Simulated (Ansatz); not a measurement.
Steps of a relaxation of CH$_{6}$GeSSi, SMILES `S[SiH]1[CH2][GeH2]1` with RKS PBE0-D4/def2-TZVP.

```sh
$ ansatz run in.yaml --threads 4 --pin off --events-out ev --progress --plain --max-ram 10444MiB
```

```yaml
crystal:
  periodic: [false, false, false]
  atoms:
    - {symbol: S, position_ang: [-1.783439, 0.249002, -1.885883]}
    - {symbol: Si, position_ang: [-0.934713, 0.247760, 0.096414]}
    - {symbol: C, position_ang: [0.276906, -1.184580, 0.372569]}
    - {symbol: Ge, position_ang: [1.354019, 0.537306, 0.386189]}
    - {symbol: H, position_ang: [-1.917181, 1.604922, -1.955349]}
    - {symbol: H, position_ang: [-1.906670, 0.533755, 1.206679]}
    - {symbol: H, position_ang: [0.214634, -1.730415, 1.331641]}
    - {symbol: H, position_ang: [0.478843, -1.862829, -0.475910]}
    - {symbol: H, position_ang: [1.999707, 0.871299, 1.749617]}
    - {symbol: H, position_ang: [2.300894, 0.682581, -0.823067]}
basis:
  gaussian: {orbitals: def2-TZVP}
hamiltonian: {xc: pbe0, dispersion: d4}
relax: {f_tol: 0.005, max_steps: 150}
```

Positions (Å) and forces (eV/Å) along the path, 9 of 9 steps:

```xyz
10
step=1 energy=-76351.5094 eV
S    -1.783    0.249   -1.886    0.098    0.509    0.370
Si   -0.935    0.248    0.096    0.210   -0.208   -0.037
C     0.277   -1.185    0.373   -0.083   -0.166    0.007
Ge    1.354    0.537    0.386   -0.159   -0.185   -0.014
H    -1.917    1.605   -1.955    0.049   -0.506    0.035
H    -1.907    0.534    1.207    0.199   -0.060   -0.271
H     0.215   -1.730    1.332    0.039    0.296   -0.513
H     0.479   -1.863   -0.476   -0.108    0.366    0.451
H     2.000    0.871    1.750   -0.106   -0.037   -0.221
H     2.301    0.683   -0.823   -0.139   -0.008    0.194
10
step=2 energy=-76351.5469 eV
S    -1.771    0.250   -1.865    0.018    0.201    0.068
Si   -0.921    0.246    0.092    0.061   -0.138    0.005
C     0.274   -1.182    0.370   -0.078    0.026   -0.007
Ge    1.345    0.529    0.381   -0.034   -0.066    0.004
H    -1.906    1.593   -1.927    0.014   -0.195    0.002
H    -1.895    0.532    1.180    0.069   -0.012   -0.050
H     0.213   -1.718    1.319    0.018    0.087   -0.143
H     0.473   -1.854   -0.467   -0.026    0.104    0.123
H     1.981    0.872    1.732   -0.020   -0.006   -0.027
H     2.289    0.681   -0.814   -0.022   -0.002    0.026
10
step=3 energy=-76351.5504 eV
S    -1.765    0.251   -1.862   -0.013   -0.018   -0.010
Si   -0.918    0.242    0.091    0.028    0.011    0.006
C     0.270   -1.178    0.368   -0.023    0.025   -0.011
Ge    1.343    0.524    0.382    0.003    0.027   -0.009
H    -1.912    1.586   -1.931    0.007   -0.002    0.016
H    -1.878    0.534    1.183   -0.010   -0.004    0.000
H     0.214   -1.711    1.313   -0.009   -0.015    0.012
H     0.471   -1.846   -0.466    0.008   -0.015   -0.010
H     1.972    0.868    1.734    0.000   -0.005    0.003
H     2.286    0.678   -0.810    0.008   -0.004    0.001
10
step=4 energy=-76351.5505 eV
S    -1.768    0.246   -1.862    0.000    0.008    0.011
Si   -0.917    0.244    0.089    0.010   -0.022   -0.007
C     0.269   -1.175    0.366   -0.010    0.006    0.009
Ge    1.343    0.527    0.381    0.006    0.009   -0.002
H    -1.906    1.581   -1.919   -0.012    0.012   -0.019
H    -1.879    0.533    1.180   -0.003    0.003    0.004
H     0.209   -1.709    1.311    0.006   -0.009    0.008
H     0.471   -1.843   -0.467    0.002   -0.007   -0.007
H     1.972    0.868    1.733   -0.001    0.001    0.003
H     2.290    0.677   -0.810    0.002   -0.002    0.001
10
step=5 energy=-76351.5507 eV
S    -1.768    0.248   -1.862   -0.003    0.001    0.001
Si   -0.917    0.244    0.089    0.006   -0.006   -0.006
C     0.270   -1.176    0.367   -0.009    0.003    0.001
Ge    1.344    0.527    0.381    0.004    0.006    0.000
H    -1.914    1.583   -1.924   -0.002    0.000   -0.001
H    -1.879    0.534    1.181    0.001    0.003    0.001
H     0.210   -1.710    1.311    0.002   -0.003   -0.001
H     0.472   -1.844   -0.467    0.002   -0.001    0.000
H     1.972    0.867    1.734   -0.001    0.000    0.002
H     2.293    0.675   -0.808    0.001   -0.001    0.001
10
step=6 energy=-76351.5507 eV
S    -1.769    0.248   -1.862   -0.003   -0.002    0.001
Si   -0.916    0.244    0.088    0.003   -0.001   -0.006
C     0.270   -1.176    0.366   -0.005    0.001    0.002
Ge    1.345    0.527    0.381    0.002    0.003    0.000
H    -1.919    1.583   -1.924    0.000    0.000    0.001
H    -1.877    0.536    1.180    0.001    0.002    0.001
H     0.210   -1.710    1.311    0.001   -0.002   -0.002
H     0.473   -1.844   -0.467    0.001    0.000    0.000
H     1.971    0.867    1.736   -0.001    0.000    0.001
H     2.295    0.674   -0.807    0.001    0.000    0.001
10
step=7 energy=-76351.5508 eV
S    -1.772    0.246   -1.862    0.001    0.003    0.001
Si   -0.914    0.246    0.086   -0.001   -0.002   -0.008
C     0.270   -1.175    0.365   -0.003    0.001    0.008
Ge    1.347    0.527    0.382    0.002    0.003    0.000
H    -1.929    1.580   -1.922   -0.001    0.000   -0.001
H    -1.873    0.542    1.178    0.004   -0.003    0.001
H     0.208   -1.711    1.309    0.002   -0.002   -0.002
H     0.475   -1.842   -0.469   -0.003    0.001   -0.001
H     1.969    0.866    1.739    0.000    0.002    0.000
H     2.302    0.671   -0.802    0.001   -0.001    0.001
10
step=8 energy=-76351.5508 eV
S    -1.773    0.247   -1.863    0.000    0.000    0.000
Si   -0.912    0.246    0.084   -0.003    0.001   -0.007
C     0.270   -1.175    0.364    0.002    0.000    0.009
Ge    1.348    0.527    0.382    0.000   -0.001    0.000
H    -1.936    1.579   -1.920    0.000    0.000    0.000
H    -1.871    0.543    1.177    0.002   -0.001    0.001
H     0.207   -1.712    1.308    0.000   -0.002   -0.001
H     0.475   -1.842   -0.469    0.000    0.002   -0.002
H     1.966    0.868    1.740    0.001   -0.001    0.000
H     2.307    0.667   -0.800   -0.001    0.001    0.000
10
step=9 energy=-76351.5508 eV
S    -1.773    0.247   -1.864    0.000    0.000    0.000
Si   -0.912    0.246    0.083   -0.002    0.003    0.001
C     0.270   -1.175    0.365    0.003    0.000    0.003
Ge    1.348    0.527    0.382   -0.001   -0.002   -0.001
H    -1.938    1.579   -1.920    0.001    0.000    0.001
H    -1.869    0.544    1.177   -0.001    0.000   -0.001
H     0.207   -1.712    1.308   -0.001   -0.001   -0.001
H     0.476   -1.842   -0.469    0.001    0.001   -0.002
H     1.967    0.867    1.740   -0.001    0.001   -0.001
H     2.307    0.668   -0.799    0.000   -0.001    0.000
```

It took 34 s on 4 threads of an Intel Xeon Platinum 8488C on a shared host, with 0.6 GiB of host memory at the peak.
